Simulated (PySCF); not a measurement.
**The halides of selenium, SeF₂ to SeBr₂**

Level: PBE0 in the def2-TZVP basis family, all electrons, no relativity, computed in PySCF with density fitting; open shells unrestricted.

Each entry is the lowest minimum that a search over a few typed start shapes (and spin states, where more than one is plausible) found, or that minimum re-optimised at the stated level; isomers with ligand–ligand bonds, or fragments after loss of a ligand pair, can lie lower.

```csv
molecule,2S+1,point group,mean bond to Se (Å),dipole (D),lowest ω (cm⁻¹),highest ω (cm⁻¹),distinct angles (°)
SeF₂,1,C2v,1.730,1.94,268,722,96
SeCl₂,1,C2v,2.147,1.00,163,438,102
SeBr₂,1,C2v,2.305,0.60,105,310,103
```

The bond lengthens at every step; the largest change, 0.417 Å, falls between SeF₂ and SeCl₂ among the members listed.

Left out of the table are members whose search was unfinished or whose lowest solution was spin-contaminated, unstable, very soft or bonded differently.
